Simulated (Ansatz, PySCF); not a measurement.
Potential energy surface of H6GeSi, singlet: internal rotation, threefold axis kept, other coordinates relaxed. Scanned: torsion (0 = eclipsed). Other coordinates (Si-Ge length, H-Si-Ge angle, H-Ge-Si angle, Si-H length, Ge-H length) were minimised at PBE0/def2-TZVP.

Methods: RKS-PBE/cc-pVDZ = restricted PBE/cc-pVDZ run with Ansatz (a first-principles code); r2SCAN/cc-pVDZ (PySCF); CCSD(T) on RHF/cc-pVDZ, 14 core orbitals frozen (PySCF).

Energies relative to the lowest point of each profile, in kJ/mol; the last columns give the difference from CCSD(T):

| at / ° | RKS-PBE/cc-pVDZ | r2SCAN | CCSD(T) | RKS-PBE/cc-pVDZ − CCSD(T) | r2SCAN − CCSD(T) |
|---|---|---|---|---|---|
| 0 | 3.28 | 3.49 | 3.57 | -0.29 | -0.08 |
| 10 | 3.06 | 3.26 | 3.33 | -0.27 | -0.07 |
| 20 | 2.45 | 2.63 | 2.65 | -0.21 | -0.03 |
| 30 | 1.60 | 1.75 | 1.76 | -0.16 | -0.01 |
| 40 | 0.87 | 0.90 | 0.90 | -0.03 | 0.00 |
| 50 | 0.19 | 0.23 | 0.24 | -0.05 | -0.01 |
| 60 | 0.00 | 0.00 | 0.00 | 0.00 | 0.00 |

RKS-PBE/cc-pVDZ is furthest from CCSD(T) at 0 (-0.29 kJ/mol, below); its mean absolute difference over the points is 0.14 kJ/mol.

r2SCAN is furthest from CCSD(T) at 0 (-0.08 kJ/mol, below); its mean absolute difference over the points is 0.03 kJ/mol.
